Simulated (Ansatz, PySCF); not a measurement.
Reaction R1 → P1 + P2, each structure at its B3LYP-D3(BJ)/def2-SVP stationary point, reached from a drawn start (curvature not checked).
R1, F6Ir (SMILES [F][Ir]([F])([F])([F])([F])[F]) (charge 0, multiplicity 4):
```xyz
7

Ir     0.00000     0.00002     0.00002
F     -0.10824     1.73739    -0.63920
F      1.78866     0.26321     0.41257
F      0.10834    -1.73741     0.63905
F     -0.47716     0.59243     1.69120
F     -1.78870    -0.26320    -0.41233
F      0.47711    -0.59233    -1.69121
```
P1, F5Ir (SMILES [F][Ir]([F])([F])([F])[F]) (charge 0, multiplicity 3):
```xyz
6

Ir    -0.133    -0.119     0.093
F     -0.455    -1.293    -1.302
F      1.246    -1.257     0.722
F     -0.163     0.737     1.733
F      1.085     0.974    -0.758
F     -1.581     0.958    -0.488
```
P2: F atom, charge 0, multiplicity 2.

P less R. No zero-point or thermal terms; open shells are unrestricted; no spin–orbit coupling. The spin states of the d-block species are the ones drawn and need not be the lowest.

Programs: Ansatz (a program for electronic structure); PySCF for M06-2X. No computed number here is a measurement. Elements past Kr take the def2 small-core potentials, without spin–orbit coupling.

### Question
One of these levels gives 3.451 eV for the reaction energy. Which?
A) BLYP/def2-TZVPP
B) M06-2X/def2-TZVPP
C) B3LYP/def2-TZVPP

### Answer
C, B3LYP/def2-TZVPP. The others give 3.936 (BLYP/def2-TZVPP), 2.920 (M06-2X/def2-TZVPP)
